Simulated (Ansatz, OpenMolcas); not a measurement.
# The same job for OpenMolcas

Ansatz 0.2.0 runs this on SnS (SMILES [S][Sn]):

input.yaml:
```yaml
basis:
  gaussian:
    orbitals: def2-TZVP
crystal:
  periodic: [false, false, false]
  atoms:
    - symbol: S
      position_ang: [0.000000, 0.000000, -2.650874]
    - symbol: Sn
      position_ang: [0.000000, 0.000000, 2.209026]
hamiltonian:
  xc: {name: PBE0}
accuracy: high
output: {orbitals: {seedname: orbitals}}
```

```bash
$ ansatz run input.yaml --threads 1 --pin off --max-ram 3480MiB --events-out events.jsonl --progress --plain --runs-dir runs
```

The S1–Sn2 distance was set to 4.860 Å, away from the relaxed value.

It gives a total energy of -612.155465 Eh.

Problem. Write the same calculation for OpenMolcas 26.06 as an input file of the program's own.

Solution. This input was run:

geom.xyz:
```
2

S      0.000000     0.000000    -2.650874
Sn     0.000000     0.000000     2.209026
```

test.input:
```
&GATEWAY
BASLIB = $CurrDir
COORD = geom.xyz
BASIS = def2-TZVP
GROUP = NoSym
&SEWARD
GRIDINPUT
Grid=UltraFine
End of Grid
&SCF
KSDFT = PBE0
THRESHOLDS = 1e-10 1e-07 1e-07 1e-05
PRORBITALS = 1 2
```

```bash
$ export MOLCAS_MEM=1860
$ pymolcas test.input > test.log
```

(Basis files named in the input come from the Basis Set Exchange and aren't shown.)

Its energy is -612.155467 Eh, 0.002 mEh from the first.
